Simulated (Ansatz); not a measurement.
SnH₂. Total charge 0; singlet. Geometry r2SCAN-D4/def2-TZVP, basis def2-TZVP, Ansatz.

```
run  HOMO (eV)  LUMO (eV)
  A      -5.60      -3.73
  B      -5.92      -3.59
  C      -5.69      -3.77
  D      -7.50      -2.23
  E      -6.24      -3.34
  F      -8.69      -1.19
```

In the def2 sets Sn takes a core potential; there is no spin–orbit coupling. HSE06 is defined as in plane-wave codes, on full-range PBE exchange.

Task: The runs used BHLYP, BLYP, HSE06, PBE, r2SCAN, ωB97M-V. Estimate which is which.

Result: A BLYP (0 % exact exchange); B r2SCAN (0 % exact exchange); C PBE (0 % exact exchange); D BHLYP (50 % exact exchange); E HSE06 (range-separated); F ωB97M-V (range-separated). Exact exchange lowers occupied and raises empty levels; among semilocal functionals meta-GGAs tend to open the gap a little, and such runs are hard to tell apart. The gap grows from 1.87 eV (BLYP) to 7.50 eV (ωB97M-V).
